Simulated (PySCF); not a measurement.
Gas-phase reaction: GeBr2 + 2 Cl2 ⇌ GeCl4 + Br2, at 2500 K and a standard pressure of 1 bar. Level: B3LYP/6-31G*.

Method: PySCF energies plus ideal-gas RRHO corrections (1 bar). 6-31G* has spherical d functions here. All species are closed-shell singlets. B3LYP is the form with VWN-RPA correlation. Br, Ge: all electrons, no relativistic terms. The harmonic model lacks anharmonicity and excited electronic states, which grow with temperature; levels with a mode under 35 cm⁻¹ are left out. Soft modes under 120 cm⁻¹ make the harmonic entropy rough for GeBr2.

```tsv
species	E (Ha)	H(2500 K) − E (kJ/mol)	S°(2500 K) (J/mol/K)
GeBr2	-7224.23330	145.6	442.6
Cl2	-920.34295	93.7	301.5
GeCl4	-3917.59511	270.7	575.2
Br2	-5147.46845	93.6	324.7
```
E: electronic energy; H − E holds the zero-point and thermal terms. 1 Ha = 2625.5 kJ/mol.

Task: Work out ΔH°, ΔS°, ΔG° and log10 K from these numbers.

Result: 1. ΔE = 1×(-3917.59511) + 1×(-5147.46845) − 1×(-7224.23330) − 2×(-920.34295) = -0.14436 Ha = -379.0 kJ.
2. Δ(H − E) = 1×(270.7) + 1×(93.6) − 1×(145.6) − 2×(93.7) = 31.3 kJ, so ΔH° = -347.7 kJ.
3. ΔS° = 1×(575.2) + 1×(324.7) − 1×(442.6) − 2×(301.5) = -145.7 J/K; the number of gas molecules changes by -1.
4. ΔG° = ΔH° − TΔS° = -347.7 − 2500×(-145.7)/1000 = 16.6 kJ.
5. log10 K = −ΔG°/(RT ln 10) = -0.35, with RT ln 10 = 47.86 kJ/mol; at standard pressures the reactants are favoured.
6. A shift of 10 kJ in ΔE would move log10 K by 0.21 here.
7. With ΔH° and ΔS° held fixed, ΔG° changes sign near ΔH°/ΔS° = 2390 K.
8. Lowering the total pressure from 1 bar to 0.01 bar multiplies the mole-fraction quotient K_x = K (p/p°)^(−Δn) by 10^-2, which pushes the balance towards the reactants.
For scale, ΔH°(298 K) is -374 kJ at this level, -403 kJ at ωB97M-V/def2-TZVP†, and runs from -474 to -263 kJ over the 20 levels computed († marks an energy on the PBE0/def2-TZVP geometry).
